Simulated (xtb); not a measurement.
xtb input (GFN2-xTB):

```bash
xtb mol.xyz --gfn 2 --ohess tight --chrg -1 --uhf 0
```
mol.xyz:
```
8

N      1.39388921    -0.39317405     0.40623328
B      0.12452376     0.00308188    -0.00384399
N     -1.13445712    -0.83369012     0.01266320
O     -0.16346206     1.31675684    -0.47412372
H      1.46943822    -1.40053643     0.64457416
H     -1.97440531    -0.30511337     0.08475833
H     -1.17100592    -1.58728440     0.63346341
H      0.70398244     1.73567624    -0.45771507
```

End of the output:

```
optimized geometry written to: xtbopt.xyz

           -------------------------------------------------
          | TOTAL ENERGY              -13.392325136773 Eh   |
          | TOTAL ENTHALPY            -13.330213763440 Eh   |
          | TOTAL FREE ENERGY         -13.363267122308 Eh   |
          | GRADIENT NORM               0.000109299817 Eh/α |
          | HOMO-LUMO GAP               6.314782147612 eV   |
           -------------------------------------------------

------------------------------------------------------------------------
------------------------------------------------------------------------
 total:
 SCF:
 ANC optimizer:
 analytical hessian:
```

It need not be the lowest isomer of its formula. Whether it binds its extra electron was not tested at this geometry.
